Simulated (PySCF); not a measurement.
## Computed structure and properties of [Nd(H2O)4]2+

System: [Nd(H2O)4]2+ (singlet in the valence; each metal's 4f electrons, 4 of them, lie in its core potential, out of spins and levels); start: displaced along the imaginary mode (S4). Method: PySCF 2.14.0, RKS PBE0, Nd lcecp-0-SVP with ECP50, O def2-SVP, H def2-SVP; non-relativistic Hamiltonian with scalar-relativistic core potentials where named; density fitting; no spin-orbit coupling.

Input of the relaxation:

```python
mol = gto.M(atom='''
Nd    -0.00000     0.00000     0.00000
O      1.47154     1.48323     1.48989
H      1.62847     1.37807     2.47452
H      2.03776     2.25533     1.19250
O     -1.47154    -1.48989     1.48323
H     -2.03776    -1.19250     2.25533
H     -1.62847    -2.47452     1.37807
O      1.47154    -1.48323    -1.48989
H      2.03776    -2.25533    -1.19250
H      1.62847    -1.37807    -2.47452
O     -1.47154     1.48989    -1.48323
H     -1.62847     2.47452    -1.37807
H     -2.03776     1.19250    -2.25533''',
    basis={'Nd': 'lcecp-0-SVP', 'O': 'def2-SVP', 'H': 'def2-SVP'},
    ecp={'Nd': 'lcecp-0-SVP'},
    charge=2, spin=0)
mf = dft.RKS(mol, xc='PBE0')
mf.grids.atom_grid = (50, 194)  # f atoms: unpruned, at least (60, 302)
mf = mf.density_fit()  # fitting sets: Nd AutoAux, O def2-universal-JKFIT, H def2-universal-JKFIT
mf.conv_tol = 1e-08; mf.max_cycle = 55
mf.kernel(dm0)  # dm0: converged density of the start geometry
# quasi-Newton relaxation in Cartesian coordinates to a largest gradient under 0.00045 Eh/bohr, steps kept in the point group
```

Run from Python with OMP_NUM_THREADS=2; the lines above give its settings. Where DIIS fails, smearing, a level shift and second-order steps follow.
It took 2.3 min on 2 threads of Arm Neoverse V2, with other jobs on the host, from the converged density of the start.

Course of the relaxation:

| step | energy above end (eV) | largest force component within the symmetry (eV/Å) |
| --- | --- | --- |
| 0 | 0.2457 | 1.479 |
| 1 | 0.0247 | 0.231 |
| 2 | 0.0197 | 0.032 |
| 3 | 0.0188 | 0.036 |
| 4 | 0.0165 | 0.150 |
| 5 | 0.0139 | 0.059 |
| 6 | 0.0107 | 0.143 |
| 7 | 0.0084 | 0.118 |
| 15 | 0.0004 | 0.033 |
| 16 | 0.0003 | 0.026 |
| 17 | 0.0001 | 0.017 |
| 18 | 0.0001 | 0.026 |
| 19 | 0.0000 | 0.014 |
| 20 | 0.0000 | 0.008 |
(The steps between are left out.)

Relaxed geometry (S4):

```xyz
13

Nd    0.0000    0.0000    0.0000
O     1.5429    1.4178    1.4797
H     1.4653    1.5908    2.4319
H     2.3464    1.8981    1.2223
O    -1.5428   -1.4797    1.4178
H    -2.3467   -1.2222    1.8979
H    -1.4651   -2.4320    1.5909
O     1.5429   -1.4178   -1.4797
H     2.3464   -1.8981   -1.2223
H     1.4653   -1.5908   -2.4319
O    -1.5428    1.4797   -1.4178
H    -1.4651    2.4320   -1.5909
H    -2.3467    1.2222   -1.8979
```

| contact | Å |
| --- | --- |
| Nd1–O2 (H2O) | 2.565 |
| Nd1–O5 (H2O) | 2.565 |
| Nd1–O8 (H2O) | 2.565 |
| Nd1–O11 (H2O) | 2.565 |

On the finer grid (75, 302):

| Item | Value |
| --- | --- |
| HOMO | not given (4f levels lie in the core) |
| LUMO | not given (4f levels lie in the core) |
| Dipole about the centre of mass | 0.00 D |
| Set of Mulliken populations of Nd1 outside the core potential | s 2.10, p 6.15, d 0.44, f 0.02 |
| D3(BJ) dispersion energy (not in the energies) | -0.167 eV |

```csv
atom,Mulliken (e),Löwdin (e),spin (e)
Nd1,1.29,1.05,0.00
O2,-0.33,-0.06,0.00
H3,0.25,0.15,0.00
H4,0.25,0.15,0.00
O5,-0.33,-0.06,0.00
H6,0.25,0.15,0.00
H7,0.25,0.15,0.00
O8,-0.33,-0.06,0.00
H9,0.25,0.15,0.00
H10,0.25,0.15,0.00
O11,-0.33,-0.06,0.00
H12,0.25,0.15,0.00
H13,0.25,0.15,0.00
```

The 4f levels lie in the core potential and are missing. Their spin isn't counted.

No frequency check is given for this geometry.

Taking off one H2O (charge 0, singlet; the rest: singlet) in vacuum, both parts rigid, costs 1.73 eV; the small basis without counterpoise inflates it. Parting with an electron moved from the ligand to the metal can be far cheaper, even downhill.

Rigid scan of H2O along the line from its metal:

| distance to O2 (Å) | energy (eV) |
| --- | --- |
| 2.27 | 0.311 |
| 2.37 | 0.118 |
| 2.47 | 0.025 |
| 2.57 | 0.000 |
| 2.67 | 0.019 |
| 2.77 | 0.067 |
| 2.97 | 0.204 |

One start shape was tried, so this needn't be the lowest isomer.

An lcecp potential fixes the number of 4f electrons, so in runs with it no electron can move into or out of that shell; real Nd(II) is rare or takes another configuration.
